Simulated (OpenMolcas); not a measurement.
## 5s2 5p along the 49-electron sequence

```
Program             : OpenMolcas
Method              : MS-CASPT2, IPEA 0.25 Eh, imaginary shift 0.1 Eh
Basis               : ANO-R3
Scalar Hamiltonian  : X2C, finite nucleus
Spin-orbit coupling : state interaction with AMFI integrals over the reference wave functions, term energies averaged over their components
```

Active space for each ion: 3 electrons in 4 orbitals (5s 5p); closed shells correlated by CASPT2: 4d.

Computed levels in cm-1 above 2P* 1/2:

```csv
Level,Sb2+,Te3+,Xe5+
2P* 3/2,5810,8070,13620
weight of 2P* in the lowest level (%),100,100,100
```

Measured, with the error of the calculation in %. Measured levels: Sb2+, Te3+ from Moore, Atomic Energy Levels, vol. III, NSRDS-NBS 35 (1971 reprint of NBS Circular 467, 1958); Xe5+ from Saloman, J. Phys. Chem. Ref. Data 33, 765 (2004).

```
  Level          Sb2+          Te3+           Xe5+
2P* 3/2  6576 (-11.7)  9223 (-12.5)  15599 (-12.7)
```

The fine-structure level 2P* 3/2 changes by a factor of 2.34 from Sb2+ to Xe5+. Its fourth root runs 8.73, 9.48, 10.80, with steps per unit of Z of 0.75, 0.66; equal steps would mean a (Z - σ)^4 law with constant σ.

Over all roots computed the reference weight is 0.85 to 0.94 in Sb2+, 0.85 to 0.94 in Te3+, 0.86 to 0.95 in Xe5+; the roots of lowest weight are the least certain, and an intruder state may touch them. Computed and measured levels are paired by configuration, term and J; levels that our copy of the source lacks, or whose pairing is in doubt (as where it misses far off the trend of its configuration), stay unpaired and out of the deviations. Only configurations of the active space appear.

* marks odd parity.
